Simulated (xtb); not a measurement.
CHOS (SMILES [OH+]=C=S), charge +1, singlet, from a rough starting geometry; GFN2-xTB (xtb 6.7.1).

The xtb input:
```
$ xtb mol.xyz --gfn 2 --chrg 1 --opt vtight --json

# file mol.xyz
4

O     -0.78878146    -0.28020879     0.06844238
C      0.37698176    -0.07067630    -0.19880495
S      1.88449896     0.08598935    -0.61489956
H     -1.35251200     0.26399647     0.67014615
```

Output, abridged:

```
   ID    Z sym.   atoms
    1    8 O      1
    2    6 C      2
    3   16 S      3
    4    1 H      4

           -------------------------------------------------
          |                Calculation Setup                |
           -------------------------------------------------

           -------------------------------------------------
          |                 G F N 2 - x T B                 |
           -------------------------------------------------

          ...................................................
          :                      SETUP                      :
          :.................................................:
          :  # basis functions                  19          :
          :  # atomic orbitals                  18          :
          :  # shells                            8          :
          :  # electrons                        16          :
          :  max. iterations                   250          :
          :  Hamiltonian                  GFN2-xTB          :
          :  restarted?                      false          :
          :  GBSA solvation                  false          :
          :  PC potential                    false          :
          :  electronic temp.          300.0000000     K    :
          :  accuracy                    1.0000000          :
          :  -> integral cutoff          0.2500000E+02      :
          :  -> integral neglect         0.1000000E-07      :
          :  -> SCF convergence          0.1000000E-05 Eh   :
          :  -> wf. convergence          0.1000000E-03 e    :
          :  Broyden damping             0.4000000          :
          :  net charge                          1          :
          :  unpaired electrons                  0          :
          ...................................................

 iter      E             dE          RMSdq      gap      omega  full diag
   1     -9.5102263 -0.951023E+01  0.628E+00    3.51       0.0  T
   2     -9.5109336 -0.707223E-03  0.429E+00    3.75       1.0  T
   3     -9.5061381  0.479550E-02  0.329E+00    3.41       1.0  T
   4     -9.5224052 -0.162671E-01  0.533E-01    3.48       1.0  T
   5     -9.5225138 -0.108642E-03  0.296E-01    3.50       1.0  T
   6     -9.5225748 -0.609521E-04  0.574E-02    3.49       1.0  T
   7     -9.5225790 -0.422951E-05  0.248E-02    3.49       2.0  T
   8     -9.5225799 -0.874604E-06  0.402E-03    3.49      12.5  T
   9     -9.5225799 -0.309990E-07  0.109E-03    3.49      45.7  T
  10     -9.5225799 -0.214179E-08  0.330E-04    3.49     151.4  T
  11     -9.5225799 -0.169250E-09  0.101E-04    3.49     493.0  T

   *** convergence criteria satisfied after 11 iterations ***

         :::::::::::::::::::::::::::::::::::::::::::::::::::::
         ::                     SUMMARY                     ::
         :::::::::::::::::::::::::::::::::::::::::::::::::::::
         :: total energy              -9.435319479544 Eh    ::
         :: gradient norm              0.102266885599 Eh/a0 ::
         :: HOMO-LUMO gap              3.490923921864 eV    ::
         ::.................................................::
         :: SCC energy                -9.522579941046 Eh    ::
         :: -> isotropic ES            0.131238003971 Eh    ::
         :: -> anisotropic ES         -0.006940420567 Eh    ::
         :: -> anisotropic XC          0.002064520780 Eh    ::
         :: -> dispersion             -0.001228935149 Eh    ::
         :: repulsion energy           0.087260461502 Eh    ::
         :: add. restraining           0.000000000000 Eh    ::
         :: total charge               1.000000000000 e     ::
         :::::::::::::::::::::::::::::::::::::::::::::::::::::

      -----------------------------------------------------------
     |                   =====================                   |
     |                        A N C O P T                        |
     |                   =====================                   |
     |               Approximate Normal Coordinate               |
     |                Rational Function Optimizer                |
      -----------------------------------------------------------
      -----------------------------------------------------------
     |                   =====================                   |
     |                        A N C O P T                        |
     |                   =====================                   |
     |               Approximate Normal Coordinate               |
     |                Rational Function Optimizer                |
      -----------------------------------------------------------

          ...................................................
          :                      SETUP                      :
          :.................................................:
          :   optimization level         verytight          :
          :   max. optcycles                   200          :
          :   ANC micro-cycles                  20          :
          :   degrees of freedom                 6          :
          :.................................................:
          :   RF solver                   davidson          :
          :   write xtbopt.log                true          :
          :   linear?                        false          :
          :   energy convergence         0.1000000E-06 Eh   :
          :   grad. convergence          0.2000000E-03 Eh/α :
          :   maxmium RF displ.          1.0000000          :
          :   Hlow (freq-cutoff)         0.1000000E-01      :
          :   Hmax (freq-cutoff)         5.0000000          :
          :   S6 in model hess.         20.0000000          :
          ...................................................

generating ANC from exact Hessian ...
Using Lindh-Hessian (1995)
 Shifting diagonal of input Hessian by    9.5117382733439851E-003
 Lowest  eigenvalues of input Hessian
[...]
 * total energy  :    -9.4353195 Eh     change       -0.1171685E-10 Eh
 * total energy  :    -9.4392503 Eh     change       -0.3930839E-02 Eh
 * total energy  :    -9.4396017 Eh     change       -0.3513727E-03 Eh
 * total energy  :    -9.4396623 Eh     change       -0.6058110E-04 Eh
 * total energy  :    -9.4399238 Eh     change       -0.2614774E-03 Eh
 * total energy  :    -9.4399433 Eh     change       -0.1959881E-04 Eh
 * total energy  :    -9.4399475 Eh     change       -0.4196186E-05 Eh
 * total energy  :    -9.4399518 Eh     change       -0.4264014E-05 Eh
 * total energy  :    -9.4399529 Eh     change       -0.1091466E-05 Eh
 * total energy  :    -9.4399529 Eh     change       -0.1578633E-07 Eh
   *** GEOMETRY OPTIMIZATION CONVERGED AFTER 10 ITERATIONS ***
[...]
          :  restarted?                      false          :
          :  GBSA solvation                  false          :
          :  PC potential                    false          :
          :  electronic temp.          300.0000000     K    :
          :  accuracy                    1.0000000          :
          :  -> integral cutoff          0.2500000E+02      :
          :  -> integral neglect         0.1000000E-07      :
          :  -> SCF convergence          0.1000000E-05 Eh   :
          :  -> wf. convergence          0.1000000E-03 e    :
          :  Broyden damping             0.4000000          :
          :  net charge                          1          :
          :  unpaired electrons                  0          :
          ...................................................

 iter      E             dE          RMSdq      gap      omega  full diag
   1     -9.5467897 -0.954679E+01  0.146E-04    3.94       0.0  T
   2     -9.5467897 -0.186162E-11  0.115E-04    3.94     436.2  T
   3     -9.5467897 -0.244977E-10  0.471E-05    3.94    1061.4  T

   *** convergence criteria satisfied after 3 iterations ***

         :::::::::::::::::::::::::::::::::::::::::::::::::::::
         ::                     SUMMARY                     ::
         :::::::::::::::::::::::::::::::::::::::::::::::::::::
         :: total energy              -9.439952916878 Eh    ::
         :: gradient norm              0.000065247305 Eh/a0 ::
         :: HOMO-LUMO gap              3.943892701154 eV    ::
         ::.................................................::
         :: SCC energy                -9.546789698074 Eh    ::
         :: -> isotropic ES            0.131845127221 Eh    ::
         :: -> anisotropic ES         -0.006106199038 Eh    ::
         :: -> anisotropic XC          0.001864317773 Eh    ::
         :: -> dispersion             -0.001236875879 Eh    ::
         :: repulsion energy           0.106836781196 Eh    ::
         :: add. restraining           0.000000000000 Eh    ::
         :: total charge               1.000000000000 e     ::
         :::::::::::::::::::::::::::::::::::::::::::::::::::::

           -------------------------------------------------
          |                Property Printout                |
           -------------------------------------------------

    * Orbital Energies and Occupations

         #    Occupation            Energy/Eh            Energy/eV
      -------------------------------------------------------------
         1        2.0000           -1.0237160             -27.8567
         2        2.0000           -0.9978272             -27.1523
         3        2.0000           -0.9270943             -25.2275
         4        2.0000           -0.8597196             -23.3942
         5        2.0000           -0.8437611             -22.9599
         6        2.0000           -0.7841431             -21.3376
         7        2.0000           -0.6972424             -18.9729
         8        2.0000           -0.6811553             -18.5352 (HOMO)
         9                         -0.5362199             -14.5913 (LUMO)
        10                         -0.5140375             -13.9877
        11                         -0.3871104             -10.5338
        12                         -0.2479399              -6.7468
        13                         -0.2479293              -6.7465
        14                         -0.1864826              -5.0744
        15                         -0.1379468              -3.7537
        16                         -0.1274985              -3.4694
        17                          0.2180722               5.9340
        18                          1.0405817              28.3157
      -------------------------------------------------------------
                  HL-Gap            0.1449354 Eh            3.9439 eV
             Fermi-level           -0.6086876 Eh          -16.5632 eV

     #   Z          covCN         q      C6AA      α(0)
     1   8 O        1.663    -0.105    15.927     5.387
     2   6 C        1.832     0.202    26.383     8.298
     3  16 S        0.981     0.467   121.764    18.664
     4   1 H        0.803     0.437     0.423     1.022

 Mol. C6AA /au·bohr⁶  :        429.650285
 Mol. C8AA /au·bohr⁸  :      15532.255700
 Mol. α(0) /au        :         33.371007

Wiberg/Mayer (AO) data.
largest (>0.10) Wiberg bond orders for each atom

 ---------------------------------------------------------------------------
     #   Z sym  total        # sym  WBO       # sym  WBO       # sym  WBO
 ---------------------------------------------------------------------------
     1   8 O    2.601 --     2 C    1.521     4 H    0.753     3 S    0.327
     2   6 C    3.938 --     3 S    2.412     1 O    1.521
     3  16 S    2.790 --     2 C    2.412     1 O    0.327
     4   1 H    0.809 --     1 O    0.753
 ---------------------------------------------------------------------------

Topologies differ in total number of bonds
Writing topology from bond orders to xtbtopo.mol

molecular dipole:
                 x           y           z       tot (Debye)
 q only:        0.820       0.310      -0.082
   full:        0.727       0.406       0.021       2.117
molecular quadrupole (traceless):
                xx          xy          yy          xz          yz          zz
 q only:        7.694      -0.615      -4.771      -4.936       0.304      -2.923
  q+dip:        8.422      -1.201      -5.374      -5.816       0.481      -3.048
   full:        7.436      -1.300      -4.788      -5.368       0.594      -2.648

optimized geometry written to: xtbopt.xyz

           -------------------------------------------------
          | TOTAL ENERGY               -9.439952916878 Eh   |
          | GRADIENT NORM               0.000065247305 Eh/α |
          | HOMO-LUMO GAP               3.943892701154 eV   |
           -------------------------------------------------

normal termination of xtb
```
